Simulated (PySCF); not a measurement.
Fill in the blanks.

Compound: propyl methanesulfonate, C4H10O3S.
SMILES with atom numbers: `[CH3:1][CH2:2][CH2:3][O:4][S:5]([CH3:6])(=[O:7])=[O:8]` (hydrogens: H9, H10, H11 on C1; H12, H13 on C2; H14, H15 on C3; H16, H17, H18 on C6)

Conformer (atom-mapped SMILES and torsion angles): `[CH3:1][CH2:2][CH2:3][O:4][S:5]([CH3:6])(=[O:7])=[O:8]`: C1–C2–C3–O4 -58°, C2–C3–O4–S5 -64°, C3–O4–S5–C6 -149°.

| property | level | value |
| --- | --- | --- |
| point group of the GFN2-xTB geometry | GFN2-xTB | ? |
| rotational constants A, B, C of the GFN2-xTB geometry | GFN2-xTB | ? |
| dipole moment | PBE0/pcSseg-1 | 2.97 D |
| HOMO energy | PBE0/pcSseg-1 | ? |
| LUMO energy | PBE0/pcSseg-1 | ? |
| 13C chemical shifts (computed TMS as zero) by class | GIAO PBE0/pcSseg-1 | 70.7 (C3), 45.6 (C6), 29.0 (C2), 12.5 (C1) ppm |
| 1H chemical shifts (computed TMS as zero) by class | GIAO PBE0/pcSseg-1 | ? |
| isotropic shieldings of nuclei other than C and H, by class | GIAO PBE0/pcSseg-1 | ? |

Electronic properties: PySCF, gas phase, density fitting. NMR classes are plain means over equivalent atoms (diastereotopic ones count apart unless rotation or inversion swaps them), as if these changed places fast; in this geometry the members of some classes differ.

Question: Give the rotational constants A, B, C of the GFN2-xTB geometry.

Answer: 3.191, 1.244, 1.176 GHz.

Question: What is the LUMO energy?

Answer: 1.31 eV.

Question: Give the isotropic shieldings of nuclei other than C and H, by class.

Answer: 95 (O7/O8), 146 (O4), 188 (S5) ppm.

Question: What are the 1H chemical shifts (computed TMS as zero) by class?

Answer: 4.31 (H14/H15), 2.70 (H16/H17/H18), 1.86 (H12/H13), 1.29 (H9/H10/H11) ppm.

Question: The point group of the GFN2-xTB geometry?

Answer: C1.

Question: What is the HOMO energy?

Answer: -8.51 eV.

A dipole of 2.97 D is allowed in C1, and pure rotational transitions are dipole-allowed. The dipole matches unit charges of opposite sign 0.62 Å apart (1 e·Å = 4.8032 D). The rotational constants make it an asymmetric top with κ = (2B − A − C)/(A − C) = -0.93, nearer the prolate limit (−1). With B = h/(8π²I), that is 505.379 GHz u Å² over I, the principal moments of inertia are 158.4, 406.2 and 429.6 u Å² (most abundant isotopes); the inertial defect Ic − Ia − Ib is -135.0 u Å² (zero for a rigid planar frame, negative otherwise).

For the NMR shielding job (PBE0/pcSseg-1), on x86-64 server, one thread, no GPU, on a shared host, this took 28 s of wall time.

One conformer stands for the species.
